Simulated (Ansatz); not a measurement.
Energy profile

The step: GaNH₄O₂ ([NH2][Ga]([OH])[OH]) + H₂ → GaH₃O₂ ([OH][GaH][OH]) + NH₃ (still joined by a long Ga–N bond); bonds formed: Ga1–H6, N2–H5; bonds broken: H5–H6; bonds weakened to dative contacts: Ga1–N2 (atoms numbered as in the saddle structure below).

Ga1  (-0.419, -0.465, -0.155)
N2  (1.102, 0.772, -0.047)
O3  (-0.182, -2.134, 0.422)
O4  (-1.598, -0.228, -1.470)
H5  (0.114, 0.995, 0.918)
H6  (-0.770, 0.714, 1.296)
H7  (2.005, 0.413, 0.239)
H8  (1.237, 1.449, -0.788)
H9  (0.326, -2.204, 1.231)
H10  (-1.816, 0.688, -1.645)
(Å)

Electronic energies by CCSD(T) at an estimated basis limit (MP2 extrapolated from triple and quadruple zeta, plus CCSD(T) − MP2 in triple zeta), on PBE0-D4/def2-TZVP structures; GaNH6O2, singlet; no counterpoise correction. Computed with Ansatz 0.2.0 (basis: def2-TZVPP and def2-QZVPP); correlated methods freeze the cores. Filled d shells of the heavier atoms are correlated. The def2 sets are not built for correlating such inner shells, so the correlated values are less sure here. Extrapolation: Hartree–Fock as exp(−7.88 √X), correlation as X^−2.97.

(1) Give the profile in eV, counted from the separated reactants. (Judge from chemistry; the value comes from the calculation.)

T1 diagnostic: at most 0.015.

## Answers

(1) The calculation gives:
| point | eV |
| --- | --- |
| separated: GaNH4O2 (linked as [NH2][Ga]([OH])[OH]; Ga1, N2, O3, O4, H7, H8, H9, H10; singlet) + H2 (H5, H6; singlet) | 0.000 |
| start structure | -0.042 |
| saddle | 1.149 |
| end structure | -0.946 |
| separated: GaH3O2 (linked as [OH][GaH][OH]; Ga1, O3, O4, H6, H9, H10; singlet) + NH3 (N2, H5, H7, H8; singlet) | 0.061 |

For scale, one of the runs: CCSD(T)/def2-TZVPP, 225 basis functions, launched by `ansatz run in.yaml --threads 4 --pin off --events-out ev --progress --plain --max-ram 9574MiB`. Time: 2 min of wall clock on 4 CPU threads of an Arm Neoverse V1; the host was shared. Peak host memory: 3.9 GiB.
